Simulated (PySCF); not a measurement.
PBE on Fe⁻ (iron, charge -1), [Ar] 3d7 4s2, high-spin 4F determinant. All numbers are calculated (PySCF 2.14, the non-relativistic Hamiltonian (point nucleus), in dyall-av2z).

```
cycle= 1 E= -1263.40826879071  delta_E= 0.00932  |g|= 0.482  |ddm|= 0.78
cycle= 2 E= -1263.04713232272  delta_E= 0.361  |g|= 1.42  |ddm|= 0.737
cycle= 3 E= -1263.45617760887  delta_E= -0.409  |g|= 0.181  |ddm|= 0.545
cycle= 4 E= -1263.46474763698  delta_E= -0.00857  |g|= 0.0322  |ddm|= 0.128
cycle= 5 E= -1263.46515325188  delta_E= -0.000406  |g|= 0.0117  |ddm|= 0.0737
cycle= 6 E= -1263.46523798758  delta_E= -8.47e-05  |g|= 0.000372  |ddm|= 0.0254
cycle= 7 E= -1263.4652413406  delta_E= -3.35e-06  |g|= 0.00287  |ddm|= 0.0959
cycle= 8 E= -1263.46523795591  delta_E= 3.38e-06  |g|= 0.000261  |ddm|= 0.102
cycle= 9 E= -1263.46523794862  delta_E= 7.3e-09  |g|= 0.000181  |ddm|= 0.00896
cycle= 10 E= -1263.46523795739  delta_E= -8.78e-09  |g|= 5.34e-05  |ddm|= 0.00103
cycle= 11 E= -1263.46523795732  delta_E= 6.89e-11  |g|= 1.08e-05  |ddm|= 0.00106
converged SCF energy = -1263.46523795732  <S^2> = 3.7918287  2S+1 = 4.02086
```

Highest occupied orbital energy: 2.605 eV; ⟨L²⟩ = 12.03; populations by l: s 8.00, p 12.00, d 7.00, f 0.00.

Q: Can this result be used?

A: With care. The calculation finished and met its thresholds. At PBE the highest occupied level has a positive energy, so only the finite basis holds that electron; in a semilocal or global hybrid functional this comes from self-interaction and does not mean that the real anion is unbound.
